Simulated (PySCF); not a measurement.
Computed Raman spectrum (relative Raman activity) of a molecule C₃H₃ClF₂. The structure is a stationary point at B3LYP-D3(BJ)/def2-SVP. The values are those of a single conformer. Method: PySCF with B3LYP-D3(BJ)/def2-SVP. Frequencies are harmonic and unscaled.

Lines under 2 % of the strongest are left out, and lines within 2 cm⁻¹ are merged.

```json
[
 {"ν (cm⁻¹)": "379", "relative intensity": "5.3"},
 {"ν (cm⁻¹)": "655", "relative intensity": "2.1"},
 {"ν (cm⁻¹)": "810", "relative intensity": "8.1"},
 {"ν (cm⁻¹)": "844", "relative intensity": "5.5"},
 {"ν (cm⁻¹)": "925", "relative intensity": "3.4"},
 {"ν (cm⁻¹)": "1009", "relative intensity": "2.6"},
 {"ν (cm⁻¹)": "1095", "relative intensity": "2.1"},
 {"ν (cm⁻¹)": "1132", "relative intensity": "5.7"},
 {"ν (cm⁻¹)": "1203", "relative intensity": "5.4"},
 {"ν (cm⁻¹)": "1260", "relative intensity": "4.2"},
 {"ν (cm⁻¹)": "1485", "relative intensity": "3.7"},
 {"ν (cm⁻¹)": "3157", "relative intensity": "44"},
 {"ν (cm⁻¹)": "3163", "relative intensity": "100"},
 {"ν (cm⁻¹)": "3181", "relative intensity": "55"}
]
```

### Question
Which structure fits?
A) F[C@@H]1C[C@@]1(F)Cl
B) C=C(Cl)C(F)F
C) FC(F)/C=C/Cl
D) F[C@@H]1[C@H](F)[C@H]1Cl

### Answer
D, F[C@@H]1[C@H](F)[C@H]1Cl
